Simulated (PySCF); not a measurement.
The isolated species `F[BH-]1[NH2+][BH2-][NH2+]1` is ionised with synchrotron light (hν = 750.0 eV). Calculated photoelectron kinetic energies of its computed core levels, recoil neglected:

```json
{"line": "1", "kinetic energy (eV)": "554.57"}
{"line": "2", "kinetic energy (eV)": "552.84"}
{"line": "3", "kinetic energy (eV)": "343.81"}
{"line": "4", "kinetic energy (eV)": "58.28"}
```

Level of theory: delta-SCF UKS SCAN, pcX-2 on the ionised atom, pcseg-1 elsewhere, spin-free X2C (PySCF).

Question: Which element, shell and site does each line come from? Numbering: `[F:1][BH-:2]1[NH2+:3][BH2-:4][NH2+:5]1`.

Answer: Against the vacuum level, binding energy = hν − kinetic energy.

| line | binding energy (eV) | level | atoms | environment |
| --- | --- | --- | --- | --- |
| 1 | 195.43 | B 1s | B4 | four-coordinate boron |
| 2 | 197.16 | B 1s | B2 | four-coordinate boron |
| 3 | 406.19 | N 1s | N3/N5 | nitrogen bonded to 2 B and 2 H |
| 4 | 691.72 | F 1s | F1 | boron-bound fluorine |

Question: Where does line 1 move with hν = 1000.0 eV?

Answer: To 1000.0 − 195.43 = 804.57 eV; every photoline shifts by the change in photon energy, +250.0 eV.

Lowest listed B 1s: B4, bonded to 2 N and 2 H. Highest, 1.73 eV above it: B2, bonded to F, 2 N and H.

Question: Which effective nuclear charge Zeff reproduces each element's mean 1s value in the hydrogen-like formula E = 13.606 eV × Zeff²?

Answer: B (Z = 5): mean 196.3 eV, Zeff = 3.80, Z − Zeff = 1.20; N (Z = 7): mean 406.2 eV, Zeff = 5.46, Z − Zeff = 1.54; F (Z = 9): mean 691.7 eV, Zeff = 7.13, Z − Zeff = 1.87. Means run over the listed sites, weighted by atom count.

Other core shells, valence and Auger electrons aren't listed. Atoms equivalent by their bonding share one computed value, that of the first of them. Geometry: PBE0-D3(BJ)/def2-SVP, one conformer, isolated molecule.
